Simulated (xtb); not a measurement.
Ta(NH)(F)2(OH) (F2H2NOTa), SMILES [NH]=[Ta]([OH])([F])[F], multiplicity 1. All values are semi-empirical tight-binding results from xtb (GFN2-xTB unless named), good for trends rather than for accurate numbers. Geometry: GFN2-xTB. The multiplicity is an assumed one; no other spin state was optimised. The structure was generated by enumeration; whether it is a known compound was not checked. The values are those of a single conformer.

Optimised geometry:

Bonds (Å): Ta1–N2 1.790, Ta1–F4 1.895, Ta1–F5 1.895, Ta1–O6 1.827, N2–H3 1.008, O6–H7 0.958. Angles (°): N2–Ta1–F4 106.7, N2–Ta1–F5 106.7, N2–Ta1–O6 113.5, F4–Ta1–F5 104.3, F4–Ta1–O6 112.5, F5–Ta1–O6 112.5, Ta1–N2–H3 174.7, Ta1–O6–H7 159.6.

For metal compounds this method's bond lengths and energies can be far off.

Q: Estimate the properties. (Estimate from the structure and the level; the computed values follow.)

A: 
The point group as xtb finds it comes out as Cs. The orbital gap is 3.30 eV and the zero-point energy is 17.1 kcal/mol. The G − E(el) at 298.15 K (modified RRHO) is -3.7 kcal/mol.

Q: Give the atomic charges and the Wiberg bond orders between heavy atoms. (Estimate from the structure and the level; the computed values follow.)

A: charges (e) Ta1 1.23, N2 -0.46, H3 0.23, F4 -0.39, F5 -0.39, O6 -0.57, H7 0.34. Bond orders Ta1–N2 2.26, Ta1–F4 0.94, Ta1–F5 0.94, Ta1–O6 1.17.
